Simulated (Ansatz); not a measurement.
Consider the ligand exchange at the Si–S bond: `F[SiH](F)S[SiH3]` + `C=C[SiH2]O` → `C=C[SiH2]O[SiH](F)F` + `[SiH3]S`.

Calculated with Ansatz (gas phase, PBE0-D4/def2-TZVP geometries, no zero-point term in ΔE). CCSD(T)/CBS adds triple-zeta CCSD(T) − MP2 to the extrapolated MP2 energy (def2 sets, frozen cores). DFT in def2-TZVPP. One conformer a species, not always the lowest.

`F[SiH](F)S[SiH3]`:

Z-matrix (Å, degrees):
```
Si
F 1 1.585
S 1 2.098 2 111.7
F 1 1.588 2 105.5 3 120.4
H 1 1.470 2 108.7 3 -122.0
Si 3 2.157 1 98.6 2 72.7
H 6 1.482 3 110.0 1 -36.9
H 6 1.481 3 105.2 1 -156.1
H 6 1.481 3 110.3 1 85.0
```

`C=C[SiH2]O`:

```xyz
10

C    -1.563    0.487   -0.100
C    -0.369    0.612   -0.673
Si    1.175   -0.133    0.042
O     0.834   -1.088    1.342
H    -1.690   -0.056    0.833
H    -2.462    0.923   -0.527
H    -0.300    1.174   -1.604
H     1.869   -0.908   -1.027
H     2.091    0.920    0.544
H     0.415   -1.931    1.170
```

`C=C[SiH2]O[SiH](F)F`:

Cartesian coordinates in Å:
```
C -0.696 0.701 -1.809
C -0.097 1.552 -0.981
Si 0.376 1.149 0.761
O -0.045 -0.403 1.117
Si 0.124 -1.989 1.043
F -0.626 -2.545 -0.237
F 1.649 -2.375 0.874
H -0.955 0.976 -2.827
H -0.956 -0.310 -1.509
H 0.135 2.552 -1.349
H -0.334 2.027 1.723
H 1.840 1.309 0.958
H -0.416 -2.645 2.235
```

`[SiH3]S`:

```xyz
6

Si   -0.313   -0.194    0.378
S     1.518    0.445   -0.520
H    -1.293    0.917    0.473
H     0.068   -0.650    1.735
H    -0.932   -1.313   -0.378
H     0.952    0.796   -1.688
```

```json
{"level": "r2SCAN-D4", "ΔE (kJ/mol)": "-71.0"}
{"level": "PBE0-D4", "ΔE (kJ/mol)": "-65.8"}
{"level": "ωB97M-V", "ΔE (kJ/mol)": "-73.4"}
{"level": "MP2/def2-TZVPP", "ΔE (kJ/mol)": "-74.4"}
{"level": "CCSD/def2-TZVPP", "ΔE (kJ/mol)": "-83.6"}
{"level": "MP2/def2-QZVPP", "ΔE (kJ/mol)": "-73.5"}
{"level": "HF/CBS(def2)", "ΔE (kJ/mol)": "-102.0"}
{"level": "CCSD/CBS(def2)", "ΔE (kJ/mol)": "-80.6"}
```

**Question.** What does CCSD(T)/CBS give? (Estimate.)

**Answer.** Ansatz gave: -76.2 kJ/mol. The listed levels differ from it by 5.2, 10.4, 2.8, 1.8, -7.4, 2.7, -25.8, -4.4 kJ/mol.

Largest T1 diagnostic among the species: 0.012.

In def2-TZVPP, CCSD(T) changes the Hartree–Fock value by +19.9 kJ/mol (the triples alone add +4.4 kJ/mol) and MP2 by +24.7 kJ/mol. From PBE to PBE0 (25 % exact exchange), in def2-TZVPP and without D4, ΔE moves by −6.7 kJ/mol.
